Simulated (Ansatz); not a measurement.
`C[O][AlH][Cl]` + `N=C=O` → `O=C=[N][AlH][Cl]` + CH₃OH at 700 K and 1 bar (ligand exchange at the Al–O bond).

Program: Ansatz. Geometries: PBE0-D4/def2-TZVP. ΔE: electronic, gas phase. CBS: MP2 limit from def2 TZ/QZ plus the TZ coupled-cluster correction, frozen cores. This one scheme is used for every species. Each species was taken in one conformer, which may not be the lowest.

```
           species  CCSD(T)/CBS energy (Eh)  H − E (kJ/mol)  S (J/(mol·K))
   `C[O][AlH][Cl]`               -817.53357           195.6          423.6
           `N=C=O`               -168.51995            89.3          283.6
`O=C=[N][AlH][Cl]`               -870.43852           117.0          424.5
             CH₃OH               -115.61712           170.8          288.5
```

H − E and S are ideal-gas, rigid-rotor, harmonic terms from PBE0-D4/def2-TZVP, for one conformer and one mirror image of each species. 1 Eh = 2625.50 kJ/mol, R = 8.31446 J/(mol·K).

Task: By hand: ΔE, ΔH, ΔS and ΔG.

Result: ΔE = (-870.43852) + (-115.61712) − (-817.53357) − (-168.51995) = -0.00212 Eh = -5.6 kJ/mol. Δ(H − E) = 117.0 + 170.8 − 195.6 − 89.3 = 2.9, so ΔH = -2.7 kJ/mol. ΔS = 424.5 + 288.5 − 423.6 − 283.6 = 5.8 J/(mol·K). ΔG = -2.7 − 700 × (5.8)/1000 = -6.8 kJ/mol.

Task: By hand: the equilibrium constant, and the temperature at which ΔG would vanish if ΔH and ΔS stayed fixed.

Result: log₁₀ K = −ΔG/(RT ln 10) = 0.5. ΔH and −TΔS have one sign here, so there is no such temperature. One of them is within its doubt of zero, so this could turn.

TΔS isn't small against ΔH here. A doubt of 5 kJ/mol in ΔE shifts log₁₀ K by 0.4 here. Other conformers and mirror images would add mixing entropy, several J/(mol·K) or more a flexible species. Modes under 60 cm⁻¹, often nearly free rotors, make the harmonic entropy too high. These are equilibria of isolated gas molecules and say nothing of rates. Largest T1 diagnostic: 0.018 (customary marks: 0.02 for closed shells, 0.045 for open ones).
